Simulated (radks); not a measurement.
Question: Numerical settings for the neodymium ion Nd45+, [Ne] 3s2 3p3. All-electron calculation, non-relativistic Kohn-Sham, PBEsol, spin-polarised, spherical densities, point nucleus; open shells are filled with parallel spins first (spin-orbit coupling, left out, can overturn this in heavy ions); relativity is left out, which matters for an element this heavy. Program: a radial shooting solver on a logarithmic mesh with Libxc functionals. The defaults (mesh step 0.008 in ln r, mesh end at 40 bohr or more with all orbitals vanishing there, Anderson mixing 0.5 over 9 steps, residual threshold near 1e-9 with the energy settled to 1e-9 hartree or 1e-11 of itself, here a cap of 79 iterations) give E = -7396.0416 hartree and 3p at -3595.0 eV in 13 iterations. Run on one thread of a shared host, so times are rough (Arm Neoverse N1): 0.11 s of CPU time, 0.11 s wall, 13 iterations on 2476 mesh points. One setting is changed at a time: mesh step in ln r 0.03; mesh step in ln r 0.05; mesh step in ln r 0.12; mesh end (bohr) 8; mesh end (bohr) 3; residual threshold 0.001; residual threshold 1e-16; mixing 0.2; linear mixing, mixing 0.5; linear mixing, mixing 0.2; mixing history 2; iteration cap 3. Which runs fail to converge, and which converge to a wrong energy?

Answer: Not converged within the cap: mesh step in ln r 0.12; residual threshold 1e-16; linear mixing, mixing 0.2; iteration cap 3. No run marked as converged misses the energy by more than 1 mhartree.
